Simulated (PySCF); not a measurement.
**Mg⁺ (magnesium, charge +1) across methods**

[Ne] 3p1, 2P determinant (an excited configuration). Computed with PySCF 2.14 in x2c-QZVPPall with one added diffuse shell each of s, p, d, f type (10s7p6d3f, 82 functions), with scalar relativity by spin-free X2C-1e.

```
   method  E (hartree)  mean ε 2p α (eV)  mean ε 2p β (eV)  mean ε 3p α (eV)  Σ⟨r²⟩ (bohr²)   ⟨S²⟩
   PBEsol    -199.3991           -57.236           -57.137            -8.361          17.99  0.750
  r2SCAN0    -199.9233           -62.469           -62.347            -9.023          18.11  0.750
    wB97X    -199.9495           -63.602           -63.534           -10.556          18.40  0.750
      UHF   -199.52071           -72.826           -72.623           -10.453          18.94  0.750
   r2SCAN    -199.9331           -58.726           -58.634            -8.476          18.00  0.750
      PBE    -199.8363           -57.342           -57.239            -8.462          17.92  0.750
CAM-B3LYP    -199.9478           -62.796           -62.680            -9.947          17.91  0.750
      LDA    -199.0041           -57.463           -57.359            -8.350          17.93  0.750
```

(1) Estimate the same row for PBE0.

## Answers

(1) E (hartree) = -199.8513; mean ε 2p α (eV) = -61.494; mean ε 2p β (eV) = -61.366; mean ε 3p α (eV) = -9.053; Σ⟨r²⟩ (bohr²) = 18.08; ⟨S²⟩ = 0.750.
